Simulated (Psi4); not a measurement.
C₂H₄NO, charge -1, singlet, geometry from GFN2-xTB (a gas-phase anion, which may not be bound at this level), atoms displaced at random by about 0.02 Å a coordinate; B3LYP/3-21G (Psi4).

Input for Psi4:
```
memory 2 GB

molecule mol {
-1 1
  O     0.426933    1.209739    0.492394
  C     0.144388    0.075680   -0.000470
  N     0.976223   -0.875230   -0.388060
  C    -1.330914   -0.351955   -0.077989
  H    -1.830976    0.386612   -0.703424
  H    -1.449600   -1.309905   -0.525411
  H    -1.778103   -0.284201    0.879839
  H     1.943585   -0.619589   -0.305273
}

set basis 3-21g
set reference rks
set g_convergence turbomole

optimize('b3lyp')
print_variables()
```

What the program printed (banner, timings and long lists left out):

```
gradient() will perform analytic gradient computation.

   => Loading Basis Set <=

    Name: 3-21G
    Role: ORBITAL
    Keyword: BASIS

         ---------------------------------------------------------
                                   SCF
               by Justin Turney, Rob Parrish, Andy Simmonett
                          and Daniel G. A. Smith
                              RKS Reference
         ---------------------------------------------------------

  ==> Geometry <==

    Molecular point group: c1
    Full point group: C1

    Geometry (in Angstrom), charge = -1, multiplicity = 1:

       Center              X                  Y                   Z               Mass
    ------------   -----------------  -----------------  -----------------  -----------------
         O            0.373148124238     1.176357898588     0.477903551589    15.994914619570
         C            0.090603124238     0.042298898588    -0.014960448411    12.000000000000
         N            0.922438124238    -0.908611101412    -0.402550448411    14.003074004430
         C           -1.384698875762    -0.385336101412    -0.092479448411    12.000000000000
         H           -1.884760875762     0.353230898588    -0.717914448411     1.007825032230
         H           -1.503384875762    -1.343286101412    -0.539901448411     1.007825032230
         H           -1.831887875762    -0.317582101412     0.865348551589     1.007825032230
         H            1.889800124238    -0.652970101412    -0.319763448411     1.007825032230

  Running in c1 symmetry.

  Rotational constants: A =      0.37423  B =      0.32282  C =      0.17885 [cm^-1]
  Rotational constants: A =  11219.15169  B =   9677.93058  C =   5361.78056 [MHz]
  Nuclear repulsion =  112.730066141792463

  Charge       = -1
  Multiplicity = 1
  Electrons    = 32
  Nalpha       = 16
  Nbeta        = 16

  ==> Algorithm <==

  SCF Algorithm Type is DF.
  DIIS enabled.
  MOM disabled.
  Fractional occupation disabled.
  Guess Type is SAD.
  Energy threshold   = 1.00e-08
  Density threshold  = 1.00e-08
  Integral threshold = 1.00e-12

  ==> Primary Basis <==

  Basis Set: 3-21G
    Blend: 3-21G
    Number of shells: 28
    Number of basis functions: 44
    Number of Cartesian functions: 44
    Spherical Harmonics?: false
    Max angular momentum: 1

  ==> DFT Potential <==

   => LibXC <=

    Version 7.1.2
    S. Lehtola, C. Steigemann, M. J. T. Oliveira, and M. A. L. Marques,  SoftwareX 7, 1–5 (2018) (10.1016/j.softx.2017.11.002)

   => Composite Functional: B3LYP <=

    B3LYP Hyb-GGA Exchange-Correlation Functional

    P. J. Stephens, F. J. Devlin, C. F. Chabalowski, and M. J. Frisch,  J. Phys. Chem. 98, 11623 (1994) (10.1021/j100096a001)

    Deriv               =              1
    GGA                 =           TRUE
    Meta                =          FALSE

    Exchange Hybrid     =           TRUE
    MP2 Hybrid          =          FALSE

   => Exchange Functionals <=

    0.0800   Slater exchange
    0.7200         Becke 88

   => Exact (HF) Exchange <=

    0.2000               HF

   => Correlation Functionals <=

    0.1900   Vosko, Wilk & Nusair (VWN5_RPA)
    0.8100   Lee, Yang & Parr

   => LibXC Density Thresholds  <==

    XC_HYB_GGA_XC_B3LYP:  1.00E-15

   => Molecular Quadrature <=

    Radial Scheme          =       TREUTLER
    Pruning Scheme         =           NONE
    Nuclear Scheme         =       TREUTLER

    Blocking Scheme        =         OCTREE
    BS radius alpha        =              1
    Pruning alpha          =              1
    Radial Points          =             75
    Spherical Points       =            302
    Total Points           =         170553
    Total Blocks           =           1326
    Max Points             =            256
    Max Functions          =             43
    Weights Tolerance      =       1.00E-15

   => Loading Basis Set <=

    Name: (3-21G AUX)
    Role: JKFIT
    Keyword: DF_BASIS_SCF

  ==> Integral Setup <==

[...]
  @DF-RKS Final Energy:  -207.42536154182199
    Total Energy =                       -207.4253615418219852
  @DF-RKS Final Energy:  -207.42323689753687
    Total Energy =                       -207.4232368975368672
  @DF-RKS Final Energy:  -207.42584692927716
    Total Energy =                       -207.4258469292771565
  @DF-RKS Final Energy:  -207.42679026266740
    Total Energy =                       -207.4267902626673958
  @DF-RKS Final Energy:  -207.42680971948209
    Total Energy =                       -207.4268097194820939
  @DF-RKS Final Energy:  -207.42681126627934
    Total Energy =                       -207.4268112662793442
  @DF-RKS Final Energy:  -207.42681164185677
    Total Energy =                       -207.4268116418567729
[...]
	               R(4,6)       1.09236        0.00008        0.00001       1.09238
	               R(4,7)       1.09985        0.00016        0.00003       1.09988
	             B(1,2,3)     131.43855       -0.00000       -0.00160     131.43695
	             B(1,2,4)     117.18999        0.00000        0.01597     117.20596
	             B(2,3,8)     106.32216       -0.00000       -0.00872     106.31344
	             B(2,4,5)     109.48867       -0.00000       -0.00414     109.48453
	             B(2,4,6)     110.27931        0.00000       -0.00331     110.27599
	             B(2,4,7)     109.48363       -0.00000        0.00102     109.48465
	             B(3,2,4)     111.37147       -0.00000       -0.01437     111.35710
	             B(5,4,6)     110.26551        0.00000        0.00836     110.27388
	             B(5,4,7)     106.97932        0.00000        0.00072     106.98004
	             B(6,4,7)     110.28158       -0.00000       -0.00256     110.27902
	           D(1,2,3,8)      -0.02242        0.00000        0.02005      -0.00236
	           D(1,2,4,5)      58.54080       -0.00000       -0.03443      58.50637
	           D(1,2,4,6)     180.03864       -0.00000       -0.02884     180.00980
	           D(1,2,4,7)     -58.44681       -0.00000       -0.03349     -58.48030
	           D(3,2,4,5)    -121.46959        0.00000       -0.02379    -121.49338
	           D(3,2,4,6)       0.02824        0.00000       -0.01820       0.01004
	           D(3,2,4,7)     121.54280        0.00000       -0.02285     121.51995
	           D(4,2,3,8)    -180.01008        0.00000        0.00743    -180.00266
	-------------------------------------------------------------------------------

	                                 ==> Convergence Check <==

	Measures of convergence in internal coordinates in au.

	Criteria marked as inactive (o), active & met (*), and active & unmet ( ).

	----------------------------------------------------------------------------------------------
	   Step    Total Energy     Delta E     Max Force     RMS Force      Max Disp      RMS Disp
	----------------------------------------------------------------------------------------------
	  Convergence Criteria     1.00e-06 *    1.00e-03 *    5.00e-04 *    1.00e-03 *    5.00e-04 *
	----------------------------------------------------------------------------------------------
	     8    -207.42681164   -3.76e-07 *    5.71e-05 *    2.41e-05 *    6.01e-04 *    2.69e-04 *  ~
	----------------------------------------------------------------------------------------------

Next Geometry in Ang
	Fragment 1 (Ang)

	    O   0.3860962692   1.1916628256   0.4885617460
	    C   0.1147754278   0.0337248048   0.0104962927
	    N   0.9042118291  -0.9472955614  -0.4263859800
	    C  -1.3991290071  -0.3567902167  -0.1062816105
	    H  -1.9188139908   0.3750537199  -0.7419894095
	    H  -1.4999026522  -1.3607692589  -0.5247958060
	    H  -1.8679926598  -0.3092263896   0.8875233487
	    H   1.8906954877  -0.6046815596  -0.3133036543

    Final optimized geometry and variables:
    Molecular point group: c1
    Full point group: C1

    Geometry (in Angstrom), charge = -1, multiplicity = 1:

    O            0.385830988199     1.191422188358     0.488894995035
    C            0.114731572803     0.033581170085     0.010473082399
    N            0.904317066262    -0.947249438960    -0.426487333294
    C           -1.399074519830    -0.356757131077    -0.106263642192
    H           -1.918712411219     0.374930877308    -0.742198698592
    H           -1.500006540547    -1.360789815441    -0.524583673378
    H           -1.867950684960    -0.308870658858     0.887485417048
    H            1.890805233281    -0.604588827446    -0.313495219915

  Variable Map:
  ----------------------------------------------------------------------------
[...]
  Array Variable Map:
  ----------------------------------------------------------------------------
[...]
Optimizer: Optimization complete!
```
